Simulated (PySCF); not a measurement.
C3H3ClF2Ge.
SMILES with atom numbers: `[F:1][C:2]1=[CH:3][C@@H:4]([F:5])[Ge@H:6]1[Cl:7]` (hydrogens: H8 on C3; H9 on C4; H10 on Ge6)

A GFN2-xTB structure with every atom displaced at random (by about 0.01 Å) was refined with PySCF, PBE0-D3(BJ)/def2-SVP geometry optimisation, gas phase. Values at the start:

```json
{"coordinate": "F1–C2", "start": "1.353 Å"}
{"coordinate": "C2=C3", "start": "1.342 Å"}
{"coordinate": "C2–Ge6", "start": "2.006 Å"}
{"coordinate": "C3–C4", "start": "1.510 Å"}
{"coordinate": "C3–H8", "start": "1.057 Å"}
{"coordinate": "C4–F5", "start": "1.409 Å"}
{"coordinate": "C4–Ge6", "start": "2.056 Å"}
{"coordinate": "C4–H9", "start": "1.053 Å"}
{"coordinate": "Ge6–Cl7", "start": "2.082 Å"}
{"coordinate": "Ge6–H10", "start": "1.538 Å"}
{"coordinate": "F1–C2–C3", "start": "125.9°"}
{"coordinate": "C2–Ge6–C4", "start": "68.5°"}
{"coordinate": "C2–Ge6–Cl7", "start": "117.0°"}
{"coordinate": "C3–C2–Ge6", "start": "96.1°"}
{"coordinate": "C3–C4–F5", "start": "109.8°"}
{"coordinate": "C3–C4–Ge6", "start": "88.9°"}
{"coordinate": "C4–Ge6–Cl7", "start": "118.6°"}
{"coordinate": "F5–C4–Ge6", "start": "112.5°"}
{"coordinate": "F1–C2–C3–C4", "start": "-175°"}
{"coordinate": "F1–C2–Ge6–C4", "start": "175°"}
{"coordinate": "C3–C4–Ge6–Cl7", "start": "-109°"}
```

Task: How do these coordinates change at the PBE0-D3(BJ)/def2-SVP level?

Result: 
```
   coordinate  PBE0-D3(BJ)/def2-SVP (Å or °)  change
      Ge6–Cl7                          2.151  +0.069
       C2–Ge6                          1.947  -0.059
       C4–Ge6                          2.005  -0.051
        C4–H9                          1.103  +0.050
        F1–C2                          1.313  -0.040
        C3–H8                          1.096  +0.039
        C4–F5                          1.371  -0.038
        C3–C4                          1.505  -0.005
        C2=C3                          1.347  +0.005
      Ge6–H10                          1.536  -0.002
   C4–Ge6–Cl7                          114.1    -4.5
     C3–C4–F5                          113.4    +3.6
    C2–Ge6–C4                           71.0    +2.5
    F5–C4–Ge6                          114.9    +2.4
   C2–Ge6–Cl7                          115.1    -1.9
    C3–C2–Ge6                           94.5    -1.6
     F1–C2–C3                          127.4    +1.5
    C3–C4–Ge6                           87.5    -1.4
  F1–C2–C3–C4                           -177      -2
 F1–C2–Ge6–C4                            176      +1
C3–C4–Ge6–Cl7                           -110      -1
```

The energy falls by 6.0 kcal/mol over 10 energy and gradient evaluations, the largest force component goes from 0.0483 to 4.3e-04 Eh/bohr, and the atoms move by 0.051 Å rms after alignment. The bond that changes most is Ge6–Cl7 (ends: germanium bonded to 2 C, Cl and H; chlorine bonded to Ge), which lengthens by 0.069 Å. Bonds longer at the end by more than 0.005 Å: 4 of 10; shorter: 4. Rotational constants go from 1827, 1308, 936.1 to 1825, 1345, 965.5 MHz.

The run used 135 basis functions and 68 SCF cycles in all. On Arm Neoverse V1, one thread, no GPU, on a shared host, this took 95 s and 0.53 GiB of memory at its peak.

Whether it is a minimum is left open (no frequencies).
